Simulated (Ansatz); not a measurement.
Total energies of `[SiH3][GeH3]`.

Cartesian coordinates in Å:
```
Si 0.738 -0.938 0.127
Ge -0.725 0.920 -0.125
H 0.742 -1.757 -1.113
H 0.295 -1.788 1.263
H 2.122 -0.465 0.394
H -0.270 1.812 -1.292
H -0.743 1.771 1.156
H -2.160 0.445 -0.409
```

The species carries charge 0 and has multiplicity 1. Correlated methods include outer-core shells of Ge, which these sets cover unevenly. Scalar relativity is left out up to krypton. Geometry: relaxed with PBE0-D4/def2-TZVP. Basis def2-TZVPP, Ansatz 0.2.0.

RPA on PBE orbitals: Hartree–Fock energy of these orbitals -2367.74597 Eh, correlation -0.72936 Eh (frozen core).

```
             functional  energy without D4 (Eh)  D4 term (kJ/mol)
            LDA (SPW92)             -2365.71026                 –
                    PBE             -2369.61485             -12.5
                 r2SCAN             -2370.05748              -2.9
                 B97M-V             -2369.63841                 –
                r2SCAN0             -2370.03623              -3.5
HSE06 (plane-wave form)             -2369.69932              -9.9
                  BHLYP             -2370.07503             -16.9
                ωB97M-V             -2369.93391                 –
                 B2PLYP             -2369.59807                 –
               PBE-QIDH             -2369.29448                 –
```

(1) Give the same for revPBE, BLYP, PBE0, B3LYP, r2SCANh, CAM-B3LYP, LC-ωPBE, ωB97X-V. (An estimate is asked.)

B3LYP takes the VWN-RPA correlation (the form of Gaussian; ORCA's B3LYP/G). HSE06 is the plane-wave form, built on full-range PBE exchange. The double hybrids freeze the cores in their second-order part.

Answers

(1) Computed: 
| functional | energy without D4 (Eh) | D4 term (kJ/mol) |
| --- | --- | --- |
| revPBE | -2369.87599 | -34.9 |
| BLYP | -2370.13404 | -27.1 |
| PBE0 | -2369.70654 | -10.5 |
| B3LYP | -2370.17535 | -20.3 |
| r2SCANh | -2370.04857 | -3.1 |
| CAM-B3LYP | -2370.22048 | -10.8 |
| LC-ωPBE | -2369.74036 | – |
| ωB97X-V | -2369.86234 | – |

LC-ωPBE has ω = 0.4 bohr⁻¹.
